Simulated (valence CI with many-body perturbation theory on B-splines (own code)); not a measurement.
**Energy levels of Zr+**

Method: valence CI with perturbative core correlation (CI+MBPT): three valence electrons over a frozen Dirac-Fock core [Kr], radial functions for each j: 9 s, 9 p, 10 d, 8 f, 5 g, 3 h, 1 i, with the one-electron correlation potential Σ1 (screened to all orders), the two-electron term Σ2, the three-electron term Σ3, Breit, model QED; selected single and double excitations, second order for the rest (own B-spline code, finite nucleus).

Set against measurement, 26 paired levels are off by 278 cm⁻¹ on average, the worst by 664. These come from a selection out of the NIST Handbook of Basic Atomic Spectroscopic Data. Levels without a partner in it may be off by more, other configurations by 1,000 to 4,000 cm⁻¹.

Levels 46 to 68 of 68, with energies above the lowest level, 4d²5s ⁴F_3/2. "Leading %" is the weight of the configuration and term that name the level; weights of strongly mixed levels are sums over their largest components and can fall short. In the jj column 3d3/2^4 stands for four electrons in 3d with j = 3/2. Lifetimes count E1, E2, E3, M1 and M2 decay at the calculated energies, and are blank where another channel may lead or the interval is too uncertain; long ones can be off by a factor of two.

| No. | Configuration | Term | J | E (cm⁻¹) | Leading % | Lifetime | Second component | Leading jj |
| --- | --- | --- | --- | --- | --- | --- | --- | --- |
| 46 | 4d²5p | ⁴G° | 11/2 | 30533 | 98 | 5.58 ns |  | 4d5/2^2 5p3/2 (76 %) |
| 47 | 4d²5p | ⁴F° | 7/2 | 30949 | 89 | 4.52 ns | 5 % 4d5s5p ⁴F° | 4d3/2 4d5/2 5p3/2 (43 %) |
| 48 | 4d²5p | ²D° | 5/2 | 30985 | 54 | 8.03 ns | 12 % 4d²5p ⁴F° | 4d3/2 4d5/2 5p3/2 (38 %) |
| 49 | 4d²5p | ⁴F° | 9/2 | 31560 | 89 | 4.36 ns | 5 % 4d5s5p ⁴F° | 4d5/2^2 5p3/2 (37 %) |
| 50 | 4d²5p | ⁴D° | 1/2 | 31770 | 78 | 6.02 ns | 17 % 4d5s5p ⁴D° | 4d3/2^2 5p3/2 (63 %) |
| 51 | 4d²5p | ⁴D° | 3/2 | 32054 | 74 | 6.06 ns | 15 % 4d5s5p ⁴D° | 4d3/2 4d5/2 5p3/2 (52 %) |
| 52 | 4d²5p | ⁴D° | 5/2 | 32417 | 71 | 6.13 ns | 14 % 4d5s5p ⁴D° | 4d3/2 4d5/2 5p3/2 (37 %) |
| 53 | 4d²5p | ⁴D° | 7/2 | 32685 | 78 | 5.81 ns | 14 % 4d5s5p ⁴D° | 4d5/2^2 5p3/2 (30 %) |
| 54 | 4d²5p | ²D° | 3/2 | 33028 | 45 | 9.46 ns | 39 % 4d5s5p ²D° | 4d3/2 4d5/2 5p3/2 (24 %) |
| 55 | 4d²5p | ²D° | 5/2 | 33455 | 48 | 9.73 ns | 42 % 4d5s5p ²D° | 4d5/2^2 5p3/2 (26 %) |
| 56 | 4d²5p | ²G° | 7/2 | 34182 | 94 | 4.66 ns |  | 4d3/2 4d5/2 5p3/2 (40 %) |
| 57 | 4d²5p | ²S° | 1/2 | 34801 | 92 | 3.90 ns |  | 4d3/2 4d5/2 5p3/2 (37 %) |
| 58 | 4d²5p | ²G° | 9/2 | 34896 | 93 | 4.73 ns |  | 4d5/2^2 5p3/2 (47 %) |
| 59 | 4d²5p | ²P° | 3/2 | 35952 | 72 | 3.35 ns | 8 % 4d5s5p ²P° | 4d3/2 4d5/2 5p1/2 (24 %) |
| 60 | 4d²5p | ²P° | 1/2 | 36256 | 75 | 3.59 ns | 14 % 4d5s5p ²P° | 4d5/2^2 5p3/2 (32 %) |
| 61 | 4d²5p | ⁴D° | 1/2 | 36326 | 61 | 3.50 ns | 30 % 4d5s5p ⁴D° | 4d3/2^2 5p1/2 (23 %) |
| 62 | 4d²5p | ⁴D° | 3/2 | 36655 | 54 | 3.62 ns | 27 % 4d5s5p ⁴D° | 4d3/2 4d5/2 5p1/2 (34 %) |
| 63 | 4d5s5p | ⁴F° | 3/2 | 36886 | 75 | 5.27 ns | 10 % 4d²5p ⁴D° | 4d3/2 5s 5p1/2 (53 %) |
| 64 | 4d²5p | ²F° | 5/2 | 36985 | 45 | 3.72 ns | 19 % 4d²5p ⁴D° | 4d3/2 4d5/2 5p1/2 (30 %) |
| 65 | 4d²5p | ²F° | 5/2 | 37284 | 24 | 3.46 ns | 20 % 4d²5p ⁴D° | 4d3/2 4d5/2 5p3/2 (28 %) |
| 66 | 4d5s5p | ⁴F° | 5/2 | 37432 | 61 | 4.88 ns | 22 % 4d²5p ⁴D° | 4d3/2 5s 5p3/2 (39 %) |
| 67 | 4d²5p | ²F° | 7/2 | 37443 | 51 | 3.69 ns | 18 % 4d²5p ⁴D° | 4d3/2 4d5/2 5p3/2 (37 %) |
| 68 | 4d²5p | ⁴S° | 3/2 | 37682 | 84 | 3.28 ns | 7 % 4d²5p ²P° | 4d5/2^2 5p1/2 (28 %) |

Names give the largest LS component (configuration and term), which can be under half, so a name can repeat, a term be missing and a line seem to break the LS rules; names also repeat where a configuration has a term twice.

Where two levels of one J and parity lie close, their mixing, g and order are uncertain.
